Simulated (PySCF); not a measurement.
Some computed properties have been withheld. Give your best values.

Species: C₄H₃F₅O.
InChI=1S/C4H3F5O/c5-1-3(7,8)4(9)2(6)10-4/h2H,1H2/t2-,4+/m1/s1

Conformer (atom-mapped SMILES and torsion angles): `[F:1][CH2:2][C:3]([F:4])([F:5])[C@@:6]1([F:7])[O:8][C@H:9]1[F:10]`: F1–C2–C3–F4 -84°, C2–C3–C6–F7 59°.

| property | level | value |
| --- | --- | --- |
| point group of the GFN2-xTB geometry | GFN2-xTB | ? |
| rotational constants A, B, C of the GFN2-xTB geometry | GFN2-xTB | ? |
| dipole moment | PBE0/def2-SVPD | 1.79 D |
| HOMO energy | PBE0/def2-SVPD | -9.47 eV |
| LUMO energy | PBE0/def2-SVPD | ? |
| lowest singlet excitation | TDDFT PBE0/def2-SVPD | ? |
| lowest triplet excitation (Tamm–Dancoff) | TDA PBE0/def2-SVPD | ? |
| static isotropic polarisability | PBE0/def2-SVPD | ? |
| electronic spatial extent ⟨r²⟩ about the centre of nuclear charge | PBE0/def2-SVPD | ? |

Gas-phase values; electronic properties from PySCF, density fitting. Isolated species at its GFN2-xTB geometry (one conformer only).

Problem. Give the static isotropic polarisability.

Solution. 53.5 au.

Problem. What is the lowest singlet excitation?

Solution. 8.68 eV (143 nm, f = 0.042).

Problem. Give the lowest triplet excitation (Tamm–Dancoff).

Solution. 7.93 eV.

Problem. Give the rotational constants A, B, C of the GFN2-xTB geometry.

Solution. 1.614, 1.241, 1.149 GHz.

Problem. The electronic spatial extent ⟨r²⟩ about the centre of nuclear charge?

Solution. 1156 bohr².

Problem. What is the LUMO energy?

Solution. 0.46 eV.

Problem. What is the point group of the GFN2-xTB geometry?

Solution. C1.

The polarisability is 7.94 Å³ as a volume (1 au = 0.148185 Å³), or 0.67 au for each of the 80 electrons. With B = h/(8π²I), that is 505.379 GHz u Å² over I, the principal moments of inertia are 313.0, 407.3 and 440.0 u Å² (most abundant isotopes). The dipole matches unit charges of opposite sign 0.37 Å apart (1 e·Å = 4.8032 D). The vertical singlet–triplet gap S1 − T1 is 0.75 eV (TDDFT singlet less Tamm–Dancoff triplet; S1: HOMO→LUMO, weight 0.71; T1: HOMO→LUMO, weight 0.57). The principal polarisabilities are 49.8, 51.4 and 59.4 au; their mean is the isotropic value.

For the TDDFT job (PBE0/def2-SVPD), time: 2.1 min wall (with the writing of density and orbital grids); peak memory 0.96 GiB. Hardware: an Arm Neoverse N1 with one thread (shared host).
